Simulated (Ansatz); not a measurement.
System: CH3O2, charge -1, multiplicity 1. It need not be the lowest isomer of its formula. Whether it binds its extra electron was not tested at this geometry. 
Geometry from a B3LYP-D3(BJ)/def2-TZVP (Ansatz, a program for electronic structure) optimisation:
```
C
O 1 1.2960
H 1 1.1302 2 116.42
H 1 1.1302 3 106.04 2 -131.29
O 1 1.5328 3 101.85 4 -106.18
H 5 0.9665 1 97.06 3 -125.29
```
Charge -1, spin multiplicity 1.

Basis-set convergence of Hartree-Fock and MP2 correlation energies (hartree) with Ansatz. Cores are frozen in the correlated levels unless marked. Spin-orbit coupling is left out. Non-relativistic. This anion needs diffuse functions, which these sets lack.

| basis | functions | E(HF) | E(corr, MP2) |
|---|---|---|---|
| cc-pVDZ | - | -189.29028 | -0.52606 |
| cc-pVTZ | 132 | ___ | ___ |

Q: What belongs in the gaps?

A: 
- cc-pVTZ, E(HF): -189.36314
- cc-pVTZ, E(corr, MP2): -0.67557
